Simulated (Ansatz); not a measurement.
Basis sets compared for (ClGaO)3 ring (Ga₃Cl₃O₃). The state is a singlet with charge 0. Geometry PBE-D4/def2-SVP. Ansatz on 2 threads of AMD EPYC 7R13 on a shared host; times are rough, and most runs start from earlier orbitals.

```csv
atom,x (Å),y (Å),z (Å)
Ga1,0.7134,-0.9353,-1.3684
Cl2,1.5766,-2.0354,-2.9778
O3,0.3416,-1.7569,0.1920
Ga4,-0.3682,-0.8253,1.5619
Cl5,-0.7828,-1.7957,3.4145
O6,-0.7222,0.9305,1.3613
Ga7,-0.3557,1.7581,-0.1972
Cl8,-0.7592,3.8392,-0.4245
O9,0.3566,0.8207,-1.5619
```

The 6-31G sets use Cartesian d functions.

Binding counts from free atoms (Ga doublet, Cl doublet, O triplet) in the same basis, without a counterpoise term.

```
           level  functions  energy (Eh)  HOMO (eV)  LUMO (eV)  binding per atom (eV)  wall time
       HF/STO-3G         96   -7288.3059      -8.46       4.50                      –      1.9 s
        HF/6-31G        153   -7372.0695     -13.00      -0.26                   2.15      4.1 s
 PBE-D4/def2-SVP        192   -7378.1954      -7.81      -3.44                   3.80      3.9 s
PBE0-D4/def2-SVP        192   -7378.4148      -9.32      -2.60                   3.65        9 s
```

**Question.** Estimate the rows for PBE-D4/def2-TZVP, PBE0-D4/def2-TZVP.

**Answer.** 
```
            level  functions  energy (Eh)  HOMO (eV)  LUMO (eV)  binding per atom (eV)  wall time
 PBE-D4/def2-TZVP        348   -7379.6927      -7.92      -3.55                   3.76      3.3 s
PBE0-D4/def2-TZVP        348   -7379.9056      -9.43      -2.67                   3.63      2.7 s
```
